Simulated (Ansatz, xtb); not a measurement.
Ranking isomers of AlBrH4NSi

5 gas-phase structures of AlBrH4NSi, found in a search over its isomers (lower ones may exist). Each was relaxed with GFN2-xTB; where two conformers were screened, the lower at r2SCAN-D4/def2-SVP is listed:

A. `[SiH2][NH][AlH][Br]`, a doublet
B. a doublet given by its coordinates
C. a doublet given by its coordinates
D. `[SiH3][N][AlH][Br]`, a doublet
E. `[SiH3][NH][Al][Br]`, a doublet

C (Å):

```xyz
8

Al    0.4816   -3.0436   -0.2697
Br   -1.1895   -4.5308   -0.5532
N     0.2476   -1.4664    0.6203
Si    0.1567   -0.5552   -0.8482
H     0.2510   -0.9906    1.5124
H    -1.1255    0.1049   -1.1275
H     1.2749    0.3518   -1.1323
H     1.8872   -3.6198   -0.4639
```

Close contacts (Å): Al1–Br2 2.26, Al1–N3 1.83, Al1–Si4 2.58, N3–Si4 1.73, Al1–H8 1.53, N3–H5 1.01, Si4–H6 1.47, Si4–H7 1.47.

B (Å):

```xyz
8

Al    0.2178    1.6919   -0.1478
Br   -1.3324    2.9867    1.2325
N    -1.1998    0.4848   -0.4386
Si   -2.5064    0.9361    0.5500
H    -1.2637   -0.3613   -0.9851
H     0.5478    2.5912   -1.3617
H     1.3156    1.1946    0.8181
H    -3.6946    1.5390   -0.0652
```

Close contacts (Å): Al1–Br2 2.45, Al1–N3 1.88, Br2–Si4 2.46, N3–Si4 1.70, Al1–H6 1.55, Al1–H7 1.54, N3–H5 1.01, Si4–H8 1.47.

Problem. Which do you expect lowest at r2SCAN-D4/def2-SVP, and how would the others follow?

Solution. Calculated order at r2SCAN-D4/def2-SVP: E (0.0), A (5.4), C (17.8), B (22.4), D (27.1) kcal/mol.

Energies above the lowest of each column, in kcal/mol; the last columns are at B3LYP-D3(BJ)/def2-SVP geometries and were run for some of them only (a dash: not run or not comparable):

```
structure  GFN2-xTB  HF/STO-3G  r2SCAN-D4/def2-SVP  B3LYP-D3(BJ)/def2-SVP  CCSD(T)/def2-SVP + ΔMP2/def2-TZVPP
        E       4.0        6.1                 0.0                    0.0                                 0.0
        A       4.0        0.5                 5.4                    6.2                                 7.5
        C       0.0       34.1                17.8           relaxes to A                                   –
        B       1.3       16.8                22.4                      –                                   –
        D      11.4        0.0                27.1                      –                                   –
```

CCSD(T)/def2-SVP + ΔMP2/def2-TZVPP puts E lowest of those it was run on; GFN2-xTB picks C, HF/STO-3G picks D. Some further structures that were screened fall inside this span and aren't listed. Flexible structures stand in one conformer each, not always the lowest. Frequencies (B3LYP-D3(BJ)/def2-SVP) were run for A, E alone. Open shells are spin-unrestricted. ΔMP2 is the change of the MP2 energy from the smaller to the larger basis.

Over these structures GFN2-xTB departs from r2SCAN-D4/def2-SVP by 9.4 kcal/mol on average once a common shift is removed. A GFN2-xTB relaxation took about 0.17 s and the r2SCAN-D4/def2-SVP energy about 3.9 s on a shared host (Ansatz 0.2.0, xtb 6.7.1).
